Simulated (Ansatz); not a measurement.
Basis sets compared for InSn6⁺ (the lowest singlet isomer of a short search). The state is a singlet with charge 1. Geometry B3LYP-D4/def2-SVP. Ansatz on 4 threads of Arm Neoverse N1 on a shared host; times are rough, and most runs start from earlier orbitals.

```csv
atom,x (Å),y (Å),z (Å)
In1,-1.738,2.683,-2.020
Sn2,0.751,1.911,0.049
Sn3,2.173,-0.562,1.758
Sn4,-0.780,-0.013,1.675
Sn5,-0.012,-2.760,0.729
Sn6,-1.665,-0.506,-1.090
Sn7,1.270,-0.753,-1.101
```

In the def2 sets In, Sn take a core potential; there is no spin–orbit coupling. The restricted singlet is unstable towards broken spin symmetry in Hartree–Fock (as tested in another run); at PBE-D4/def2-TZVP, PBE0-D4/def2-SVP, PBE0-D4/def2-TZVP this wasn't settled. The structure comes from a short search, and lower isomers may exist.

```json
{"level": "PBE-D4/def2-SVP", "functions": "182", "energy (Eh)": "-1476.0354", "HOMO (eV)": "-8.45", "LUMO (eV)": "-7.10", "wall time": "7 s"}
{"level": "PBE0-D4/def2-SVP", "functions": "182", "energy (Eh)": "-1476.0517", "HOMO (eV)": "-9.14", "LUMO (eV)": "-6.59", "wall time": "16 s"}
```

Q: Estimate the rows for PBE-D4/def2-TZVP (with forces), PBE0-D4/def2-TZVP.

A: 
```tsv
level	functions	energy (Eh)	HOMO (eV)	LUMO (eV)	wall time
PBE-D4/def2-TZVP (with forces)	350	-1476.0778	-8.39	-7.05	20 s
PBE0-D4/def2-TZVP	350	-1476.0915	-9.06	-6.52	55 s
```
